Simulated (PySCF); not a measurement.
## The third ionisation energy along the 5d series

All values are computed (PySCF 2.14, energy differences of UHF-based or UKS calculations, no spin-orbit coupling). Values in eV. The last column holds reference values (NIST; (s) semi-empirical, (t) theoretical, else measured). Unmarked ones compare directly (S terms, centres of terms, or small fine structure); those marked * lie between the lowest fine-structure levels and include a spin-orbit shift.

```
                                                       element                  configurations     UHF  MP2 (valence)  SCS-MP2 (valence)       reference
Re (def2-SVP with the def2 core potential (60 electrons), ECP)   [Xe] 4f14 5d5 → [Xe] 4f14 5d4  27.348         27.734             27.476  27 ± 1.6 (t) *
Os (def2-SVP with the def2 core potential (60 electrons), ECP)   [Xe] 4f14 5d6 → [Xe] 4f14 5d5  24.924         25.708             25.797  25 ± 1.6 (t) *
Hg (def2-SVP with the def2 core potential (60 electrons), ECP)  [Xe] 4f14 5d10 → [Xe] 4f14 5d9  33.706         35.023             34.882  34.49 ± 0.05 *
```

"Valence" correlates the outer s and p shells and, in groups 3 to 12 and the f block, the outer d or f shell, open or full, or the next shell where the ion has no valence electron left; the wider scheme adds the next inner shell.
